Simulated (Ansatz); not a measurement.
```json
{"atom": "S", "x (Å)": "0.0000", "y (Å)": "0.0000", "z (Å)": "-0.4010"}
{"atom": "O", "x (Å)": "0.0000", "y (Å)": "1.3505", "z (Å)": "0.4010"}
{"atom": "O", "x (Å)": "0.0000", "y (Å)": "-1.3505", "z (Å)": "0.4010"}
```

Basis set: 6-31G* (spherical functions). Frozen core: 7 orbitals. Charge 0, multiplicity 1.

Computed with Ansatz (development build ahead of 0.2.0); each method stands on the lowest determinant of its kind that the runs found. Restricted open shells among the atoms or ions are ROHF, correlated in semicanonical orbitals with singles.

The atomization energy at this shape (free ground-state atoms in the same class of orbitals less the molecule, no zero-point energy) of singlet SO2:

| method | atomization energy |
| --- | --- |
| RHF-MP2 | 9.61 eV |

(1) What does RHF give?

Results:

(1) 2.25 eV. Caution: in another basis set an unrestricted determinant lies well below; the shape is not the minimum.
